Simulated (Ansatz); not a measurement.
Consider the substitution at a C–C bond: `N=C(Br)C=O` + HCl → `N=C(Cl)Br` + `C=O`.

Isolated molecules relaxed with PBE0-D4/def2-TZVP in Ansatz; ΔE leaves out vibrations. CCSD(T)/CBS is the MP2 limit (def2-TZVPP, def2-QZVPP) plus CCSD(T) − MP2 in def2-TZVPP, frozen cores. This one scheme is used for every species. DFT in def2-TZVPP. For Br outer-core shells are correlated without core-valence functions, which leaves a few kJ/mol of doubt a bond. Scalar relativity is left out up to krypton. One conformer a species, not always the lowest.

```csv
level,ΔE (kJ/mol)
BHLYP-D4,63.2
MP2/def2-TZVPP,62.1
```

Problem. What does CCSD(T)/CBS give? (An estimate is asked.)

Solution. The calculation gave: +62.7 kJ/mol. The listed levels differ from it by 0.5, -0.6 kJ/mol.

Largest T1 diagnostic among the species: 0.015.

From PBE to PBE0 (25 % exact exchange), in def2-TZVPP and without D4, ΔE moves by +4.1 kJ/mol. Leaving LDA and LC-ωPBE aside and taking each functional with its dispersion term where it has one, the values, not all of them listed here, spread over 8.5 kJ/mol, from revPBE-D4 to B97M-V. LDA lies +7.5 kJ/mol from PBE without D4.
